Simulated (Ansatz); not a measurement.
Molecular dynamics of C$_{2}$H$_{9}$BO$_{2}$

Input:

```yaml
crystal:
  periodic: [false, false, false]
  atoms:
    - { symbol: B, position_ang: [-1.089, 0.2541, 0.1907] }
    - { symbol: C, position_ang: [0.5889, -0.5146, 0.3664] }
    - { symbol: C, position_ang: [1.5643, -0.216, -0.7725] }
    - { symbol: O, position_ang: [-1.5417, 0.1092, -1.1071] }
    - { symbol: O, position_ang: [-1.9513, 0.072, 1.263] }
    - { symbol: H, position_ang: [0.0738, 0.794, 0.3445] }
    - { symbol: H, position_ang: [-0.4494, 1.6272, 0.319] }
    - { symbol: H, position_ang: [1.0538, -0.3456, 1.3444] }
    - { symbol: H, position_ang: [0.3521, -1.5818, 0.327] }
    - { symbol: H, position_ang: [1.0686, -0.3845, -1.7242] }
    - { symbol: H, position_ang: [1.9071, 0.8182, -0.7512] }
    - { symbol: H, position_ang: [2.4415, -0.8597, -0.7194] }
    - { symbol: H, position_ang: [-2.4744, 0.284, -1.1967] }
    - { symbol: H, position_ang: [-1.5444, -0.0564, 2.116] }
magnetization:
  spin_polarized: true
basis:
  gaussian: { orbitals: STO-3G }
hamiltonian:
  xc: pbe
md:
  timestep: 0.5
  n_steps: 150
  ensemble: nve
  temperature: 300.0
  initial_velocities: maxwell_boltzmann
  seed: 871981
```

Command:

```bash
$ ansatz run input.yaml --threads 1 --pin off --max-ram 2048MiB --backend cpu --events-out ev --progress --plain --runs-dir out
```

It starts from a rough guess of a transition structure, not a stationary point.

Output, in part (one step line in 2, the closing report, with atoms numbered from 0):

```
md step     0: t =     0.00 fs  T =   300.0 K  F+E_penalty+E_count = -6889.00823694 eV  E_kin = 0.465336 eV  conserved = -6888.54290095 eV  (24 SCF iters)
md step     2: t =     1.00 fs  T =   390.3 K  F+E_penalty+E_count = -6889.15142113 eV  E_kin = 0.605424 eV  conserved = -6888.54599670 eV  (26 SCF iters)
md step     4: t =     2.00 fs  T =   544.3 K  F+E_penalty+E_count = -6889.39261690 eV  E_kin = 0.844266 eV  conserved = -6888.54835128 eV  (26 SCF iters)
md step     6: t =     3.00 fs  T =   674.2 K  F+E_penalty+E_count = -6889.59070659 eV  E_kin = 1.045799 eV  conserved = -6888.54490744 eV  (25 SCF iters)
md step     8: t =     4.00 fs  T =   874.7 K  F+E_penalty+E_count = -6889.90216512 eV  E_kin = 1.356835 eV  conserved = -6888.54533011 eV  (26 SCF iters)
md step    10: t =     5.00 fs  T =  1141.4 K  F+E_penalty+E_count = -6890.32183009 eV  E_kin = 1.770490 eV  conserved = -6888.55134056 eV  (25 SCF iters)
md step    12: t =     6.00 fs  T =  1410.7 K  F+E_penalty+E_count = -6890.73047143 eV  E_kin = 2.188232 eV  conserved = -6888.54223954 eV  (26 SCF iters)
md step    14: t =     7.00 fs  T =  1880.5 K  F+E_penalty+E_count = -6891.47411677 eV  E_kin = 2.916809 eV  conserved = -6888.55730752 eV  (27 SCF iters)
md step    16: t =     8.00 fs  T =  2155.6 K  F+E_penalty+E_count = -6891.89975085 eV  E_kin = 3.343642 eV  conserved = -6888.55610928 eV  (27 SCF iters)
md step    18: t =     9.00 fs  T =  2185.6 K  F+E_penalty+E_count = -6891.93394980 eV  E_kin = 3.390069 eV  conserved = -6888.54388114 eV  (25 SCF iters)
md step    20: t =    10.00 fs  T =  2357.8 K  F+E_penalty+E_count = -6892.20219960 eV  E_kin = 3.657243 eV  conserved = -6888.54495706 eV  (28 SCF iters)
md step    22: t =    11.00 fs  T =  2640.3 K  F+E_penalty+E_count = -6892.65123794 eV  E_kin = 4.095451 eV  conserved = -6888.55578743 eV  (28 SCF iters)
md step    24: t =    12.00 fs  T =  2658.2 K  F+E_penalty+E_count = -6892.68066220 eV  E_kin = 4.123247 eV  conserved = -6888.55741564 eV  (27 SCF iters)
md step    26: t =    13.00 fs  T =  2468.2 K  F+E_penalty+E_count = -6892.36693100 eV  E_kin = 3.828431 eV  conserved = -6888.53850020 eV  (28 SCF iters)
md step    28: t =    14.00 fs  T =  2544.5 K  F+E_penalty+E_count = -6892.49998220 eV  E_kin = 3.946758 eV  conserved = -6888.55322452 eV  (28 SCF iters)
md step    30: t =    15.00 fs  T =  2563.4 K  F+E_penalty+E_count = -6892.52519486 eV  E_kin = 3.976076 eV  conserved = -6888.54911848 eV  (28 SCF iters)
md step    32: t =    16.00 fs  T =  2527.7 K  F+E_penalty+E_count = -6892.46699386 eV  E_kin = 3.920839 eV  conserved = -6888.54615463 eV  (27 SCF iters)
md step    34: t =    17.00 fs  T =  2549.8 K  F+E_penalty+E_count = -6892.50323825 eV  E_kin = 3.955040 eV  conserved = -6888.54819801 eV  (28 SCF iters)
md step    36: t =    18.00 fs  T =  2571.6 K  F+E_penalty+E_count = -6892.54048917 eV  E_kin = 3.988872 eV  conserved = -6888.55161679 eV  (28 SCF iters)
md step    38: t =    19.00 fs  T =  2501.4 K  F+E_penalty+E_count = -6892.42786253 eV  E_kin = 3.879986 eV  conserved = -6888.54787636 eV  (27 SCF iters)
md step    40: t =    20.00 fs  T =  2542.6 K  F+E_penalty+E_count = -6892.48934879 eV  E_kin = 3.943942 eV  conserved = -6888.54540649 eV  (27 SCF iters)
md step    42: t =    21.00 fs  T =  2683.4 K  F+E_penalty+E_count = -6892.72186439 eV  E_kin = 4.162248 eV  conserved = -6888.55961662 eV  (27 SCF iters)
md step    44: t =    22.00 fs  T =  2506.5 K  F+E_penalty+E_count = -6892.43564274 eV  E_kin = 3.887883 eV  conserved = -6888.54775987 eV  (28 SCF iters)
md step    46: t =    23.00 fs  T =  2312.7 K  F+E_penalty+E_count = -6892.12859393 eV  E_kin = 3.587249 eV  conserved = -6888.54134491 eV  (28 SCF iters)
md step    48: t =    24.00 fs  T =  2349.9 K  F+E_penalty+E_count = -6892.19013759 eV  E_kin = 3.645048 eV  conserved = -6888.54508990 eV  (28 SCF iters)
md step    50: t =    25.00 fs  T =  2469.5 K  F+E_penalty+E_count = -6892.38717781 eV  E_kin = 3.830518 eV  conserved = -6888.55665968 eV  (27 SCF iters)
md step    52: t =    26.00 fs  T =  2347.1 K  F+E_penalty+E_count = -6892.18885796 eV  E_kin = 3.640709 eV  conserved = -6888.54814912 eV  (27 SCF iters)
md step    54: t =    27.00 fs  T =  2260.7 K  F+E_penalty+E_count = -6892.05421802 eV  E_kin = 3.506609 eV  conserved = -6888.54760855 eV  (28 SCF iters)
md step    56: t =    28.00 fs  T =  2279.4 K  F+E_penalty+E_count = -6892.08661130 eV  E_kin = 3.535674 eV  conserved = -6888.55093777 eV  (25 SCF iters)
md step    58: t =    29.00 fs  T =  2243.2 K  F+E_penalty+E_count = -6892.02660261 eV  E_kin = 3.479466 eV  conserved = -6888.54713698 eV  (28 SCF iters)
md step    60: t =    30.00 fs  T =  2245.9 K  F+E_penalty+E_count = -6892.03092189 eV  E_kin = 3.483627 eV  conserved = -6888.54729515 eV  (29 SCF iters)
md step    62: t =    31.00 fs  T =  2280.2 K  F+E_penalty+E_count = -6892.08639284 eV  E_kin = 3.536812 eV  conserved = -6888.54958063 eV  (28 SCF iters)
md step    64: t =    32.00 fs  T =  2240.1 K  F+E_penalty+E_count = -6892.02858756 eV  E_kin = 3.474654 eV  conserved = -6888.55393320 eV  (28 SCF iters)
md step    66: t =    33.00 fs  T =  2107.3 K  F+E_penalty+E_count = -6891.80669631 eV  E_kin = 3.268708 eV  conserved = -6888.53798841 eV  (29 SCF iters)
md step    68: t =    34.00 fs  T =  2281.1 K  F+E_penalty+E_count = -6892.09161640 eV  E_kin = 3.538188 eV  conserved = -6888.55342798 eV  (28 SCF iters)
md step    70: t =    35.00 fs  T =  2384.4 K  F+E_penalty+E_count = -6892.25390102 eV  E_kin = 3.698517 eV  conserved = -6888.55538406 eV  (28 SCF iters)
md step    72: t =    36.00 fs  T =  2240.2 K  F+E_penalty+E_count = -6892.02085939 eV  E_kin = 3.474891 eV  conserved = -6888.54596834 eV  (29 SCF iters)
md step    74: t =    37.00 fs  T =  2177.6 K  F+E_penalty+E_count = -6891.91876954 eV  E_kin = 3.377647 eV  conserved = -6888.54112216 eV  (26 SCF iters)
md step    76: t =    38.00 fs  T =  2353.2 K  F+E_penalty+E_count = -6892.20095119 eV  E_kin = 3.650066 eV  conserved = -6888.55088506 eV  (29 SCF iters)
md step    78: t =    39.00 fs  T =  2441.6 K  F+E_penalty+E_count = -6892.34474022 eV  E_kin = 3.787188 eV  conserved = -6888.55755206 eV  (28 SCF iters)
md step    80: t =    40.00 fs  T =  2337.9 K  F+E_penalty+E_count = -6892.16762294 eV  E_kin = 3.626367 eV  conserved = -6888.54125609 eV  (28 SCF iters)
md step    82: t =    41.00 fs  T =  2408.4 K  F+E_penalty+E_count = -6892.29018774 eV  E_kin = 3.735767 eV  conserved = -6888.55442037 eV  (30 SCF iters)
md step    84: t =    42.00 fs  T =  2372.7 K  F+E_penalty+E_count = -6892.22775403 eV  E_kin = 3.680312 eV  conserved = -6888.54744227 eV  (29 SCF iters)
md step    86: t =    43.00 fs  T =  2343.9 K  F+E_penalty+E_count = -6892.17911417 eV  E_kin = 3.635597 eV  conserved = -6888.54351717 eV  (29 SCF iters)
md step    88: t =    44.00 fs  T =  2462.6 K  F+E_penalty+E_count = -6892.36807917 eV  E_kin = 3.819854 eV  conserved = -6888.54822488 eV  (29 SCF iters)
md step    90: t =    45.00 fs  T =  2559.0 K  F+E_penalty+E_count = -6892.52580216 eV  E_kin = 3.969370 eV  conserved = -6888.55643234 eV  (27 SCF iters)
md step    92: t =    46.00 fs  T =  2408.5 K  F+E_penalty+E_count = -6892.28292429 eV  E_kin = 3.735844 eV  conserved = -6888.54708011 eV  (27 SCF iters)
md step    94: t =    47.00 fs  T =  2390.6 K  F+E_penalty+E_count = -6892.24897854 eV  E_kin = 3.708074 eV  conserved = -6888.54090412 eV  (28 SCF iters)
md step    96: t =    48.00 fs  T =  2636.8 K  F+E_penalty+E_count = -6892.64801389 eV  E_kin = 4.089955 eV  conserved = -6888.55805927 eV  (27 SCF iters)
md step    98: t =    49.00 fs  T =  2627.5 K  F+E_penalty+E_count = -6892.62542153 eV  E_kin = 4.075497 eV  conserved = -6888.54992487 eV  (28 SCF iters)
md step   100: t =    50.00 fs  T =  2530.4 K  F+E_penalty+E_count = -6892.46824731 eV  E_kin = 3.924898 eV  conserved = -6888.54334924 eV  (27 SCF iters)
md step   102: t =    51.00 fs  T =  2584.2 K  F+E_penalty+E_count = -6892.55386635 eV  E_kin = 4.008410 eV  conserved = -6888.54545670 eV  (27 SCF iters)
md step   104: t =    52.00 fs  T =  2701.7 K  F+E_penalty+E_count = -6892.74590467 eV  E_kin = 4.190684 eV  conserved = -6888.55522037 eV  (28 SCF iters)
md step   106: t =    53.00 fs  T =  2634.4 K  F+E_penalty+E_count = -6892.63195222 eV  E_kin = 4.086264 eV  conserved = -6888.54568855 eV  (27 SCF iters)
md step   108: t =    54.00 fs  T =  2649.5 K  F+E_penalty+E_count = -6892.66155758 eV  E_kin = 4.109712 eV  conserved = -6888.55184554 eV  (27 SCF iters)
md step   110: t =    55.00 fs  T =  2620.1 K  F+E_penalty+E_count = -6892.61774047 eV  E_kin = 4.064055 eV  conserved = -6888.55368515 eV  (27 SCF iters)
md step   112: t =    56.00 fs  T =  2429.6 K  F+E_penalty+E_count = -6892.31204164 eV  E_kin = 3.768625 eV  conserved = -6888.54341634 eV  (26 SCF iters)
md step   114: t =    57.00 fs  T =  2388.0 K  F+E_penalty+E_count = -6892.24825362 eV  E_kin = 3.704041 eV  conserved = -6888.54421290 eV  (27 SCF iters)
md step   116: t =    58.00 fs  T =  2481.7 K  F+E_penalty+E_count = -6892.40100213 eV  E_kin = 3.849453 eV  conserved = -6888.55154873 eV  (26 SCF iters)
md step   118: t =    59.00 fs  T =  2439.7 K  F+E_penalty+E_count = -6892.34052382 eV  E_kin = 3.784321 eV  conserved = -6888.55620246 eV  (27 SCF iters)
md step   120: t =    60.00 fs  T =  2229.5 K  F+E_penalty+E_count = -6891.99568709 eV  E_kin = 3.458264 eV  conserved = -6888.53742321 eV  (28 SCF iters)
md step   122: t =    61.00 fs  T =  2337.3 K  F+E_penalty+E_count = -6892.17687285 eV  E_kin = 3.625392 eV  conserved = -6888.55148116 eV  (28 SCF iters)
md step   124: t =    62.00 fs  T =  2452.2 K  F+E_penalty+E_count = -6892.35588932 eV  E_kin = 3.803644 eV  conserved = -6888.55224485 eV  (27 SCF iters)
md step   126: t =    63.00 fs  T =  2417.3 K  F+E_penalty+E_count = -6892.29722476 eV  E_kin = 3.749576 eV  conserved = -6888.54764828 eV  (28 SCF iters)
md step   128: t =    64.00 fs  T =  2392.4 K  F+E_penalty+E_count = -6892.25700304 eV  E_kin = 3.710948 eV  conserved = -6888.54605529 eV  (28 SCF iters)
md step   130: t =    65.00 fs  T =  2438.0 K  F+E_penalty+E_count = -6892.33196970 eV  E_kin = 3.781580 eV  conserved = -6888.55038930 eV  (28 SCF iters)
md step   132: t =    66.00 fs  T =  2410.7 K  F+E_penalty+E_count = -6892.29251787 eV  E_kin = 3.739308 eV  conserved = -6888.55321019 eV  (29 SCF iters)
md step   134: t =    67.00 fs  T =  2338.3 K  F+E_penalty+E_count = -6892.16943583 eV  E_kin = 3.627003 eV  conserved = -6888.54243309 eV  (27 SCF iters)
md step   136: t =    68.00 fs  T =  2421.6 K  F+E_penalty+E_count = -6892.31342870 eV  E_kin = 3.756140 eV  conserved = -6888.55728849 eV  (27 SCF iters)
md step   138: t =    69.00 fs  T =  2293.4 K  F+E_penalty+E_count = -6892.10531065 eV  E_kin = 3.557284 eV  conserved = -6888.54802644 eV  (27 SCF iters)
md step   140: t =    70.00 fs  T =  2151.2 K  F+E_penalty+E_count = -6891.87834940 eV  E_kin = 3.336781 eV  conserved = -6888.54156849 eV  (27 SCF iters)
md step   142: t =    71.00 fs  T =  2235.1 K  F+E_penalty+E_count = -6892.01212521 eV  E_kin = 3.466865 eV  conserved = -6888.54525991 eV  (28 SCF iters)
md step   144: t =    72.00 fs  T =  2402.4 K  F+E_penalty+E_count = -6892.28309683 eV  E_kin = 3.726362 eV  conserved = -6888.55673475 eV  (28 SCF iters)
md step   146: t =    73.00 fs  T =  2314.9 K  F+E_penalty+E_count = -6892.14072846 eV  E_kin = 3.590726 eV  conserved = -6888.55000201 eV  (27 SCF iters)
md step   148: t =    74.00 fs  T =  2247.2 K  F+E_penalty+E_count = -6892.02951647 eV  E_kin = 3.485669 eV  conserved = -6888.54384789 eV  (27 SCF iters)
md step   150: t =    75.00 fs  T =  2358.0 K  F+E_penalty+E_count = -6892.21295805 eV  E_kin = 3.657583 eV  conserved = -6888.55537544 eV  (26 SCF iters)
Total energy: -6892.21299236 eV, -253.2841557596 hartree
Atom 0 at    -1.079848    -0.176913     0.251505 Å, force     0.745570    -0.583818    -2.049910 eV/Å
Atom 1 at     0.364981    -0.762090     0.333924 Å, force     1.863626    -0.685867     0.494193 eV/Å
Atom 2 at     1.375274    -0.561403    -0.946192 Å, force    -1.342603    -0.045315    -0.308376 eV/Å
Atom 3 at    -1.375582     0.005401    -1.100796 Å, force     1.717379     0.222935     0.807308 eV/Å
Atom 4 at    -2.094211    -0.335091     1.171929 Å, force    -1.065447     0.737523    -1.281102 eV/Å
Atom 5 at     2.460657    11.941150     1.886977 Å, force    -0.049746    -0.078122    -0.110852 eV/Å
Atom 6 at     2.712706    12.336642     2.448209 Å, force     0.049748     0.078117     0.110845 eV/Å
Atom 7 at     0.836957    -0.517898     1.318518 Å, force     0.446457    -0.197111    -0.491682 eV/Å
Atom 8 at     0.056925    -1.847645     0.409526 Å, force     0.915287     0.244173    -0.046104 eV/Å
Atom 9 at     1.313695    -1.431633    -1.706357 Å, force    -0.319757     1.303382     1.174918 eV/Å
Atom 10 at     1.088918     0.408620    -1.472233 Å, force     0.251701    -1.113727     0.341329 eV/Å
Atom 11 at     2.456073    -0.474892    -0.702778 Å, force    -0.229675    -0.051649     0.563525 eV/Å
Atom 12 at    -2.346725    -0.009974    -1.053689 Å, force    -3.673690     0.407769    -0.728013 eV/Å
Atom 13 at    -1.696484    -0.313113     2.081192 Å, force     0.691150    -0.238288     1.523920 eV/Å
Dipole moment:    -0.188396     0.017423     0.304360 e Å
```

All steps were run. The conserved energy stayed within 1.3 meV per atom of its start (net change -0.89 meV per atom), so the integration is sound. The system heated up, since it started high on the potential surface and ran downhill. A run of 0.075 ps of so small a system gives no equilibrium averages. The orbitals stay closed-shell, which can raise the energy where a bond breaks towards radicals; this wasn't checked here. Limits of this set-up: minimal basis.

The step under study would form B1–H7, C2–H6 and break B1–C2, H6–H7. These pairs go: B1–H7 1.52 → 13.26 Å, C2–H6 1.41 → 12.97 Å, B1–C2 1.85 → 1.56 Å, H6–H7 0.98 → 0.73 Å. In the last frame they stand as before the step (other bonds may differ from the relaxed reactants and products). Also parted: B1–H6 1.29 → 12.73 Å. It ends as C2H7BO2 + H2. Pairs count as bonded within 1.25 times the sum of covalent radii (0.12 Å more for H–H).

Last frame:

```xyz
14
Properties=species:S:1:pos:R:3
B -1.080 -0.177 0.252
C 0.365 -0.762 0.334
C 1.375 -0.561 -0.946
O -1.376 0.005 -1.101
O -2.094 -0.335 1.172
H 2.461 11.941 1.887
H 2.713 12.337 2.448
H 0.837 -0.518 1.319
H 0.057 -1.848 0.409
H 1.314 -1.432 -1.706
H 1.089 0.409 -1.472
H 2.456 -0.475 -0.703
H -2.347 -0.010 -1.054
H -1.696 -0.313 2.081
```

Time of the run: 8.1 min on 1 thread of Arm Neoverse V1, on a shared host, peak memory 0.12 GiB.
